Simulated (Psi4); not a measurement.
FLi, charge +1, doublet, geometry from GFN2-xTB (such geometries of metal compounds can be far from the true shape) (a state made from the parent by changing its charge; the spin is typed, not shown lowest); REVPBE/def2-SVP in Psi4.

Here is a job for Psi4.
```
memory 2 GB

molecule {
1 2
  Li   -0.00000000   -0.00000000   -1.65974449
  F     0.00000000    0.00000000    0.55324816
}

set basis def2-svp
set reference uks

energy('revpbe')
print_variables()
```

The log (banner, timings and long lists left out):

```
   => Loading Basis Set <=

    Name: DEF2-SVP
    Role: ORBITAL
    Keyword: BASIS

         ---------------------------------------------------------
                                   SCF
               by Justin Turney, Rob Parrish, Andy Simmonett
                          and Daniel G. A. Smith
                              UKS Reference
         ---------------------------------------------------------

  ==> Geometry <==

    Molecular point group: c2v
    Full point group: C_inf_v

    Geometry (in Angstrom), charge = 1, multiplicity = 2:

       Center              X                  Y                   Z               Mass
    ------------   -----------------  -----------------  -----------------  -----------------
         LI           0.000000000000     0.000000000000    -1.616155509845     7.016003436600
         F            0.000000000000     0.000000000000     0.596837140155    18.998403162730

  Running in c2v symmetry.

  Rotational constants: A = ************  B =      0.67181  C =      0.67181 [cm^-1]
  Rotational constants: A = ************  B =  20140.22359  C =  20140.22359 [MHz]
  Nuclear repulsion =    6.456318184378064

  Charge       = 1
  Multiplicity = 2
  Electrons    = 11
  Nalpha       = 6
  Nbeta        = 5

  ==> Algorithm <==

  SCF Algorithm Type is DF.
  DIIS enabled.
  MOM disabled.
  Fractional occupation disabled.
  Guess Type is SAD.
  Energy threshold   = 1.00e-06
  Density threshold  = 1.00e-06
  Integral threshold = 1.00e-12

  ==> Primary Basis <==

  Basis Set: DEF2-SVP
    Blend: DEF2-SVP
    Number of shells: 11
    Number of basis functions: 23
    Number of Cartesian functions: 24
    Spherical Harmonics?: true
    Max angular momentum: 2

  ==> DFT Potential <==

   => LibXC <=

    Version 7.1.2
    S. Lehtola, C. Steigemann, M. J. T. Oliveira, and M. A. L. Marques,  SoftwareX 7, 1–5 (2018) (10.1016/j.softx.2017.11.002)

   => Composite Functional: REVPBE <=

    revPBE GGA Exchange-Correlation Functional

    Y. Zhang and W. Yang, Phys. Rev. Lett. 80, 890, 1998

    Deriv               =              1
    GGA                 =           TRUE
    Meta                =          FALSE

    Exchange Hybrid     =          FALSE
    MP2 Hybrid          =          FALSE

   => Exchange Functionals <=

    1.0000   XC_GGA_X_PBE_R

   => Correlation Functionals <=

    1.0000     XC_GGA_C_PBE

   => LibXC Density Thresholds  <==

    XC_GGA_C_PBE:  1.00E-12
    XC_GGA_X_PBE_R:  1.00E-15

   => Molecular Quadrature <=

    Radial Scheme          =       TREUTLER
    Pruning Scheme         =           NONE
    Nuclear Scheme         =       TREUTLER

    Blocking Scheme        =         OCTREE
    BS radius alpha        =              1
    Pruning alpha          =              1
    Radial Points          =             75
    Spherical Points       =            302
    Total Points           =          44314
    Total Blocks           =            420
    Max Points             =            256
    Max Functions          =             23
    Weights Tolerance      =       1.00E-15

   => Loading Basis Set <=

    Name: (DEF2-SVP AUX)
    Role: JKFIT
    Keyword: DF_BASIS_SCF

  ==> Integral Setup <==

  SCF_SUBTYPE=INCORE selected. In-core MEM_DF algorithm will be used.
  Using in-core AOs.

  ==> MemDFJK: Density-Fitted J/K Matrices <==

    J tasked:                   Yes
    K tasked:                    No
    wK tasked:                   No
    Algorithm:                 Core
    Schwarz Cutoff:           1E-12
    Mask sparsity (%):       0.0000
    Fitting Condition:        1E-10

   => Auxiliary Basis Set <=

  Basis Set: (DEF2-SVP AUX)
    Blend: DEF2-UNIVERSAL-JKFIT
    Number of shells: 42
    Number of basis functions: 128
    Number of Cartesian functions: 153
    Spherical Harmonics?: true
    Max angular momentum: 4

  Minimum eigenvalue in the overlap matrix is 1.1798677186E-01.
  Reciprocal condition number of the overlap matrix is 4.8391100330E-02.
    Using symmetric orthogonalization.

  ==> Pre-Iterations <==

  SCF Guess: Superposition of Atomic Densities via on-the-fly atomic UHF (no occupation information).

   -------------------------
    Irrep   Nso     Nmo
   -------------------------
     A1        12      12
     A2         1       1
     B1         5       5
     B2         5       5
   -------------------------
    Total      23      23
   -------------------------

  ==> Iterations <==

                           Total Energy        Delta E     RMS |[F,P]|

   @DF-UKS iter SAD:  -106.85147850663816   -1.06851e+02   0.00000e+00
   @DF-UKS iter   1:  -106.89470564988949   -4.32271e-02   6.22566e-03 DIIS/ADIIS
   @DF-UKS iter   2:  -106.89758069952018   -2.87505e-03   1.57798e-03 DIIS/ADIIS
   @DF-UKS iter   3:  -106.89761807831457   -3.73788e-05   1.44457e-03 DIIS/ADIIS
   @DF-UKS iter   4:  -106.89775521534582   -1.37137e-04   9.04008e-05 DIIS
   @DF-UKS iter   5:  -106.89775580855722   -5.93211e-07   1.36001e-05 DIIS
   @DF-UKS iter   6:  -106.89775582425773   -1.57005e-08   1.46711e-06 DIIS
   @DF-UKS iter   7:  -106.89775582449766   -2.39936e-10   1.07830e-07 DIIS
  Energy and wave function converged.

  ==> Post-Iterations <==

   Electrons on quadrature grid:
      Nalpha   =    6.0000200044 ; deviation = 2.000e-05
      Nbeta    =    5.0000105285 ; deviation = 1.053e-05
      Ntotal   =   11.0000305329 ; deviation = 3.053e-05

   @Spin Contamination Metric:   1.157537477E-03
   @S^2 Expected:                7.500000000E-01
   @S^2 Observed:                7.511575375E-01
   @S   Expected:                5.000000000E-01
   @S   Observed:                5.000000000E-01

    Orbital Energies [Eh]
    ---------------------

    Alpha Occupied:

[...]
    Alpha Virtual:

[...]
    Beta Occupied:

[...]
    Beta Virtual:

[...]
    Final Occupation by Irrep:
             A1    A2    B1    B2
    DOCC [     4,    0,    1,    0 ]
    SOCC [     0,    0,    0,    1 ]
    NA   [     4,    0,    1,    1 ]
    NB   [     4,    0,    1,    0 ]

  @DF-UKS Final Energy:  -106.89775582449766

   => Energetics <=

    Nuclear Repulsion Energy =              6.4563181843780644
    One-Electron Energy =                -158.6279758857665740
    Two-Electron Energy =                  57.2843693494676316
    DFT Exchange-Correlation Energy =     -12.0104674725767779
    Empirical Dispersion Energy =           0.0000000000000000
    VV10 Nonlocal Energy =                  0.0000000000000000
    Total Energy =                       -106.8977558244976649

  UHF NO Occupations:
  HONO-2 :    3 A1 1.9998699
  HONO-1 :    4 A1 1.9996220
  HONO-0 :    1 B2 1.0000000
  LUNO+0 :    5 A1 0.0003780
  LUNO+1 :    6 A1 0.0001301
  LUNO+2 :    2 B1 0.0000707
  LUNO+3 :    7 A1 0.0000000

Computation Completed

Properties will be evaluated at   0.000000,   0.000000,   0.000000 [a0]

Properties computed using the SCF density matrix

 Multipole Moments:

 ------------------------------------------------------------------------------------
     Multipole            Electronic (a.u.)      Nuclear  (a.u.)        Total (a.u.)
 ------------------------------------------------------------------------------------

 L = 1.  Multiply by 2.5417464519 to convert [e a0] to [Debye]
 Dipole X            :          0.0000000            0.0000000            0.0000000
 Dipole Y            :          0.0000000            0.0000000            0.0000000
 Dipole Z            :         -3.8233965            0.9884548           -2.8349418
 Magnitude           :                                                    2.8349418

 ------------------------------------------------------------------------------------

  Variable Map:
  ----------------------------------------------------------------------------
[...]
  Array Variable Map:
  ----------------------------------------------------------------------------
[...]
[...]
```
